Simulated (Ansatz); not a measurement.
Geometry optimisation, Ansatz 0.2.0, DFT PBE, scalar-relativistic, plane waves, PAW.

Input file:

```yaml
crystal:
  lattice:
    - [0.0, 5.43, 5.43]
    - [5.43, 0.0, 5.43]
    - [5.43, 5.43, 0.0]
  atoms:
    - { symbol: Si, position: [0.0, 0.0, 0.0] }
    - { symbol: Si, position: [0.125, 0.125, 0.125] }
    - { symbol: Si, position: [0.0, 0.0, 0.5] }
    - { symbol: Si, position: [0.125, 0.125, 0.625] }
    - { symbol: Si, position: [0.0, 0.5, 0.0] }
    - { symbol: Si, position: [0.125, 0.625, 0.125] }
    - { symbol: Si, position: [0.0, 0.5, 0.5] }
    - { symbol: Si, position: [0.125, 0.625, 0.625] }
    - { symbol: Si, position: [0.5, 0.0, 0.0] }
    - { symbol: Si, position: [0.625, 0.125, 0.125] }
    - { symbol: Si, position: [0.5, 0.0, 0.5] }
    - { symbol: Si, position: [0.625, 0.125, 0.625] }
    - { symbol: Si, position: [0.5, 0.5, 0.0] }
    - { symbol: Si, position: [0.625, 0.625, 0.125] }
    - { symbol: Si, position: [0.5, 0.5, 0.5] }
    - { symbol: Si, position: [0.625, 0.625, 0.625] }
    - { symbol: Ti, position: [0.31648272, 0.3076881, 0.80953289] }
basis:
  ecutwfc: 420.0
kpoints:
  mp_grid: { grid: [2, 2, 2] }
hamiltonian:
  xc: pbe
  pseudopotentials: { kind: paw, azcp: { folder: soft_1 } }
scf:
  occupations: { method: gaussian, width: 0.02 }
  lower_state_search: "off"
relax:
  f_tol: 0.03
  max_steps: 60
  adjacent_minimum: "off"
output:
  write_density: true
  write_potential: true
  elf: true
  volumetric_format: npy
```

Command:

```bash
$ ansatz run input.yaml --threads 1 --pin off --max-ram 3072MiB --backend cpu --events-out ev --progress --plain --runs-dir out
```

Task: Where does it end, and by what steps?

Result: The run converged. The force dipped under the threshold on the way, but the program's further checks kept it going. Limits of this set-up: coarse k mesh. After 14 steps the energy has fallen by 3.252 eV; Ti17 moved furthest, 1.07 Å. Joined: Si7–Ti17 (3.52 → 2.76 Å).

```csv
step,energy less start (eV),largest force component (eV/Å),accepted
0,0.0000,3.524,yes
1,-1.2719,1.259,yes
2,-1.6213,0.750,yes
3,-1.9640,1.069,yes
4,-2.3293,0.882,yes
5,-2.7298,0.849,yes
6,-3.0888,0.348,yes
7,-3.2290,0.143,yes
8,-3.2477,0.098,yes
9,-3.2502,0.022,yes
10,-3.2502,0.022,yes
11,-3.2509,0.028,yes
12,-3.2512,0.040,yes
13,-3.2506,0.034,no
14,-3.2516,0.006,yes
```

```xyz
17
Lattice="0.0000 5.4300 5.4300 5.4300 0.0000 5.4300 5.4300 5.4300 0.0000" Properties=species:S:1:pos:R:3
Si 0.037 0.065 -0.005
Si 1.434 1.464 1.331
Si 2.796 2.754 0.041
Si 4.091 4.073 1.357
Si 2.767 0.040 2.755
Si 4.070 1.418 4.132
Si 5.468 2.711 2.779
Si 6.866 4.046 4.179
Si 0.036 2.800 2.730
Si 1.400 4.108 4.117
Si 2.731 5.471 2.754
Si 4.091 6.868 4.152
Si 2.721 2.756 5.469
Si 4.071 4.093 6.806
Si 5.468 5.446 5.514
Si 6.831 6.833 6.822
Ti 5.489 5.470 2.755
```

Time of the run: 120 s on 1 thread of Arm Neoverse V1 (shared host), peak memory 0.56 GiB.
